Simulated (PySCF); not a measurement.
Cl₄Cu₂, SMILES [Cl][Cu]1[Cl]->[Cu]([Cl])[Cl]->1 (connectivity only; charge and spin as stated), neutral, multiplicity 3.

Coordinates come from a B3LYP-D3(BJ)/def2-SVP optimisation. The multiplicity is an assumed one; other spin states were not compared. The values are those of a single conformer.

Two levels are set side by side: PBE/def2-TZVP (PySCF) and CAM-B3LYP/def2-TZVP (PySCF). Same geometry, gas phase. Differences are taken from unrounded values.

```csv
quantity,CAM-B3LYP
α-spin orbital gap (eV),10.28
β-spin orbital gap (eV),5.25
mean polarisability (bohr³),128.6
```

### Question
What does PBE give, and how far is it from CAM-B3LYP? (An estimate is asked for; the answer gives what the named calculation found.)

### Answer

```
quantity                       PBE  PBE minus CAM-B3LYP
---------------------------  -----  -------------------
α-spin orbital gap (eV)       5.64                -4.64
β-spin orbital gap (eV)       0.35                -4.90
mean polarisability (bohr³)  134.1                  5.5
```

PBE's more diffuse valence density responds more strongly to a field. Differences between two approximate levels are no errors against the true value.

Rough cost on one machine, each run with all the roots and properties that it gave: CAM-B3LYP against PBE within a factor of 2.
